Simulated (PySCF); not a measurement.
Run record: geometry optimisation, `N#[C][GeH2][Cl]`.

Computed with PBE0-D3(BJ)/def2-SVP geometry optimisation, gas phase (PySCF 2.14.0). Start geometry: GFN2-xTB. A driver script takes a list of jobs; this job's settings line and coordinates (Å) are shown.

Command:
```bash
OMP_NUM_THREADS=1 python probes_run.py task.json out
```

Input:
```
{"job": {"xc": "PBE0", "basis": "def2-SVP", "d3": "d3bj", "grid": 1, "shake": 0.01, "kind": "geom"}, "charge": 0, "multiplicity": 1}
N      2.507820     0.164200    -0.006620
C      1.344150     0.062690    -0.007030
Ge    -0.582570    -0.158530    -0.004790
Cl    -1.398920     1.735370    -0.103610
H     -0.922780    -0.854660     1.281670
H     -0.923530    -0.979090    -1.204280
```

Output:
```
step   0  E = -2630.27897215  max force = 0.028208
step   1  E = -2630.28139228  max force = 0.015498
step   2  E = -2630.28204159  max force = 0.003994
step   3  E = -2630.28235148  max force = 0.003354
step   4  E = -2630.28246404  max force = 0.002891
step   5  E = -2630.28254692  max force = 0.002266
step   6  E = -2630.28256042  max force = 0.000732
step   7  E = -2630.28255696  max force = 0.000621
step   8  E = -2630.28255733  max force = 0.000586
step   9  E = -2630.28255853  max force = 0.000418
optimisation converged
```

Energies in Eh; «max force» is the largest Cartesian gradient component in Eh/bohr.

**Question.** How much energy does the optimisation release, in kJ/mol?

**Answer.** E(step 0) − E(last step) = 0.003586 Eh, which is 9.4 kJ/mol.

Main results: final energy -2630.28256 Eh after 9 steps; dipole 3.37 D.

**Question.** Give the final coordinates.

**Answer.** 0.038 Å rms from the input after alignment:
```
atom  x, y, z in Å
N1     2.5034    0.2311   -0.0599
C2     1.3548    0.0773   -0.0353
Ge3   -0.5454   -0.2071    0.0102
Cl4   -1.4496    1.7389   -0.0532
H5    -0.8971   -0.8818    1.3347
H6    -0.9424   -0.9883   -1.2409
```

**Question.** How long does this job take on an Arm Neoverse V2 with one thread, no GPU, on a shared host? And the peak memory of the process?

**Answer.** About 22 s, with 0.35 GiB resident at the peak, the Python interpreter and its libraries included.
Labels such as C1 count atoms from 1, the log's own numbers from 0.
